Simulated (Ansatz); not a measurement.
The cluster AgSe2⁺. Total charge 1; triplet. Geometry B3LYP-D4/def2-TZVP, that of the neutral doublet; atoms count from 1.

```csv
atom,x (Å),y (Å),z (Å)
Ag1,-1.6778,0.1096,1.0898
Se2,0.9268,-0.3521,-1.6304
Se3,0.7510,0.2425,0.5405
```

In the def2 sets Ag takes a core potential; there is no spin–orbit coupling. The structure comes from a short search, and lower isomers may exist.

Problem. Estimate the Mulliken populations from the PBE0/def2-TZVP orbitals of Ansatz.

Solution. 
| atom | charge (e) | spin (α − β) | d electrons |
| --- | --- | --- | --- |
| Ag1 | 0.61 | 0.09 | 9.92 |
| Se2 | 0.28 | 1.32 | – |
| Se3 | 0.11 | 0.59 | – |
Mulliken values depend strongly on the basis.

Problem. Where does the spin sit?

Solution. Summed by element: Ag 0.09, Se 1.91, of 2 unpaired in all. Largest on single atoms: Se2 1.32, Se3 0.59, Ag1 0.09.

Problem. And the Mayer bond orders between heavy atoms (over 0.3)?

Solution. Ag1–Se3 0.71 (2.49 Å); Se2–Se3 1.79 (2.26 Å).
